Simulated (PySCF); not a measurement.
H6Se. Atoms are numbered in the order given.

```xyz
7

Se     0.0000     0.0000     0.0000
H      0.0000     1.5613     0.0000
H      0.0000    -1.5613     0.0000
H     -1.5613     0.0000     0.0000
H      1.5613     0.0000     0.0000
H      0.0000     0.0000     1.5613
H      0.0000     0.0000    -1.5613
```

The structure is a stationary point at B3LYP-D3(BJ)/def2-TZVP.

Level of theory: B3LYP-D3(BJ)/def2-TZVP run with PySCF.

Frequencies are harmonic and unscaled.

Modes within 1.5 cm⁻¹ of each other (mostly degenerate sets) share a row, with their intensities summed.

Task: Give all harmonic wavenumbers and intensities. (Estimate from the structure and the level; the computed values follow.)

Result: 
| mode | ν (cm⁻¹) | IR (km/mol) | Raman (Å⁴/amu) | depolarisation | moving atoms (share of kinetic energy) |
|---|---|---|---|---|---|
| 1–3 | 1103 | 0.0 | 0.0 | – | H 100 % |
| 4–6 | 1131 | 464.6 | 0.0 | – | H 95 % |
| 7–9 | 1212 | 0.0 | 240.7 | 0.75 | H 100 % |
| 10–11 | 1805 | 0.0 | 1280.2 | 0.75 | H 100 % |
| 12–14 | 1811 | 2307.2 | 0.0 | – | H 98 % |
| 15 | 2051 | 0.0 | 616.4 | 0.00 | H 100 % |
